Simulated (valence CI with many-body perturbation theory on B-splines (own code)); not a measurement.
E1 transitions of Bi52+

Method: valence CI with perturbative core correlation (CI+MBPT): three valence electrons over a frozen Dirac-Fock core [Ar] 3d10, a basis of 11 s, 11 p, 10 d, 8 f, 5 g, 2 h functions for each j, with the one-electron correlation potential Σ1, the two-electron term Σ2, the three-electron term Σ3, Breit, model QED; selected CI, second order for the rest, scaled by the run's own slope (own B-spline code, finite nucleus).

No measured spectrum was set against this ion. As an estimate, large intervals hold to a few tenths of a per cent, small ones and those within an open d or f shell to about a per cent.

Lines 1 to 50 of 567 in falling wavelength, among levels below 1146.6 eV, chosen from the strongest by gf and those to the six lowest levels. Wavelengths and rates use the calculated energies. Electric multipoles are in the length gauge, E1 and E2 with the static RPA response of the core. Weak lines are less certain than strong ones. Lines between different terms over intervals too small for the method are left out, as are lines whose strength nearly cancels.

Levels are named by their leading jj configuration (3d3/2^4 stands for four electrons in 3d with j = 3/2), which in mixed levels can hold well under half, so a name can repeat and another be missing. Letters in brackets count levels of one name in rising energy.

```csv
λ vac (nm),Upper,Lower,A (s⁻¹),S (a.u.)
20.51,(4s^2 4p3/2) J=3/2,(4s 4p1/2^2) J=1/2,2.05e+07,3.49e-04
11.85,(4s 4p1/2 4p3/2) J=3/2 [a],(4s^2 4p3/2) J=3/2,3.59e+09,1.18e-02
11.33,(4p1/2 4d3/2 4d5/2) J=9/2,(4s 4d3/2 4d5/2) J=7/2 [b],1.39e+10,9.97e-02
11.31,(4p1/2 4p3/2 4f5/2) J=9/2,(4s 4p3/2 4f7/2) J=7/2 [b],1.42e+10,1.01e-01
11.20,(4p1/2 4p3/2 4d5/2) J=7/2 [b],(4s 4p3/2 4d5/2) J=5/2 [b],1.92e+10,1.06e-01
11.04,(4p1/2 4p3/2 4f7/2) J=11/2,(4s 4p3/2 4f7/2) J=9/2 [b],2.48e+10,1.97e-01
10.98,(4p1/2 4d5/2^2) J=9/2,(4s 4d5/2^2) J=7/2,2.50e+10,1.64e-01
10.98,(4p1/2 4p3/2 4f7/2) J=9/2 [b],(4s 4p3/2 4f7/2) J=7/2 [c],1.48e+10,9.68e-02
10.93,(4s 4p1/2 4f5/2) J=7/2,(4s^2 4f5/2) J=5/2,2.17e+10,1.12e-01
10.87,(4s 4p1/2 4d5/2) J=7/2,(4s^2 4d5/2) J=5/2,2.45e+10,1.24e-01
10.80,(4s 4p1/2 4p3/2) J=5/2,(4s^2 4p3/2) J=3/2,2.09e+10,7.81e-02
10.75,(4p1/2 4d3/2 4d5/2) J=9/2,(4s 4d3/2 4d5/2) J=9/2,1.56e+10,9.55e-02
10.69,(4s 4p1/2 4f7/2) J=9/2,(4s^2 4f7/2) J=7/2,3.10e+10,1.87e-01
10.64,(4p1/2 4d3/2 4d5/2) J=7/2 [a],(4s 4d3/2 4d5/2) J=7/2 [a],1.63e+10,7.76e-02
10.61,(4p1/2 4p3/2 4d5/2) J=9/2,(4s 4p3/2 4d5/2) J=7/2 [a],1.41e+10,8.35e-02
10.60,(4p1/2 4d5/2^2) J=5/2,(4s 4d5/2^2) J=3/2,2.50e+10,8.83e-02
10.47,(4s 4p1/2 4f7/2) J=7/2 [b],(4s^2 4f7/2) J=7/2,2.67e+10,1.21e-01
10.41,(4s 4p1/2 4f5/2) J=5/2 [b],(4s^2 4f5/2) J=5/2,2.37e+10,7.92e-02
10.34,(4s 4p1/2 4f7/2) J=5/2,(4s^2 4f7/2) J=7/2,2.94e+10,9.63e-02
10.29,(4p1/2^2 4p3/2) J=3/2,(4s 4p1/2 4p3/2) J=3/2 [b],2.36e+10,5.08e-02
10.25,(4s 4p1/2^2) J=1/2,(4s^2 4p1/2) J=1/2,4.77e+10,5.08e-02
10.24,(4s 4p1/2 4d5/2) J=5/2 [b],(4s^2 4d5/2) J=5/2,2.42e+10,7.68e-02
10.22,(4p1/2 4d5/2^2) J=3/2,(4s 4p3/2 4f7/2) J=5/2 [c],3.73e+10,7.87e-02
10.17,(4p1/2 4p3/2 4d5/2) J=5/2 [a],(4s 4p3/2 4d5/2) J=3/2 [a],2.44e+10,7.62e-02
10.14,(4p1/2^2 4d5/2) J=5/2,(4s 4p1/2 4d5/2) J=3/2,2.81e+10,8.69e-02
10.07,(4p1/2 4p3/2 4d3/2) J=7/2,(4s 4p3/2 4d3/2) J=7/2,2.28e+10,9.20e-02
10.01,(4p1/2 4d5/2^2) J=9/2,(4s 4d5/2^2) J=9/2,2.29e+10,1.13e-01
9.984,(4p1/2^2 4d5/2) J=5/2,(4s 4p1/2 4d5/2) J=5/2 [b],3.52e+10,1.04e-01
9.945,(4p1/2 4p3/2 4f5/2) J=7/2 [a],(4s 4p3/2 4f5/2) J=7/2,2.23e+10,8.67e-02
9.891,(4p1/2^2 4f5/2) J=5/2,(4s 4p1/2 4f5/2) J=3/2,3.67e+10,1.05e-01
9.841,(4p1/2 4d3/2^2) J=3/2,(4s 4d3/2^2) J=5/2,4.65e+10,8.75e-02
9.823,(4p1/2 4d5/2^2) J=7/2,(4s 4d5/2^2) J=9/2,4.56e+10,1.71e-01
9.820,(4p1/2^2 4f5/2) J=5/2,(4s 4p1/2 4f5/2) J=5/2 [b],4.67e+10,1.31e-01
9.792,(4p1/2^2 4f7/2) J=7/2,(4s 4p1/2 4f7/2) J=5/2,4.65e+10,1.72e-01
9.739,(4p1/2 4p3/2 4d5/2) J=3/2 [a],(4s 4p3/2 4d5/2) J=5/2 [a],4.88e+10,8.89e-02
9.682,(4p1/2^2 4f7/2) J=7/2,(4s 4p1/2 4f7/2) J=7/2 [b],5.18e+10,1.86e-01
9.681,(4p1/2 4p3/2 4f7/2) J=7/2 [b],(4s 4p3/2 4f7/2) J=5/2 [a],2.19e+10,7.86e-02
9.631,(4s 4p1/2 4p3/2) J=3/2 [b],(4s^2 4p3/2) J=3/2,3.11e+10,5.48e-02
9.624,(4p1/2 4p3/2 4f5/2) J=9/2,(4s 4p3/2 4f7/2) J=9/2 [a],2.23e+10,9.80e-02
9.622,(4p1/2 4p3/2 4d5/2) J=5/2 [a],(4s 4p3/2 4d5/2) J=5/2 [a],3.08e+10,8.12e-02
9.568,(4p1/2 4p3/2 4f7/2) J=7/2 [a],(4s 4p3/2 4f7/2) J=9/2 [a],4.78e+10,1.65e-01
9.496,(4p1/2^2 4f7/2) J=7/2,(4s 4p1/2 4f7/2) J=9/2,7.07e+10,2.39e-01
9.494,(4p1/2 4p3/2 4f7/2) J=9/2 [a],(4s 4p3/2 4f7/2) J=11/2,4.03e+10,1.70e-01
9.485,(4p1/2 4p3/2 4f5/2) J=7/2 [b],(4s 4p3/2 4f5/2) J=9/2,4.29e+10,1.45e-01
9.457,(4s 4p1/2 4p3/2) J=1/2,(4s^2 4p3/2) J=3/2,3.91e+10,3.26e-02
9.449,(4p1/2^2 4d5/2) J=5/2,(4s 4p1/2 4d5/2) J=7/2,7.29e+10,1.82e-01
9.442,(4p1/2 4d3/2 4d5/2) J=7/2 [b],(4s 4d3/2 4d5/2) J=9/2,4.94e+10,1.64e-01
9.440,(4p1/2^2 4d3/2) J=3/2,(4s 4p1/2 4d3/2) J=5/2,8.03e+10,1.33e-01
9.405,(4p1/2^2 4f5/2) J=5/2,(4s 4p1/2 4f5/2) J=7/2,7.30e+10,1.80e-01
9.392,(4p1/2 4p3/2 4f7/2) J=5/2 [a],(4s 4p3/2 4f7/2) J=7/2 [a],3.24e+10,7.94e-02
```
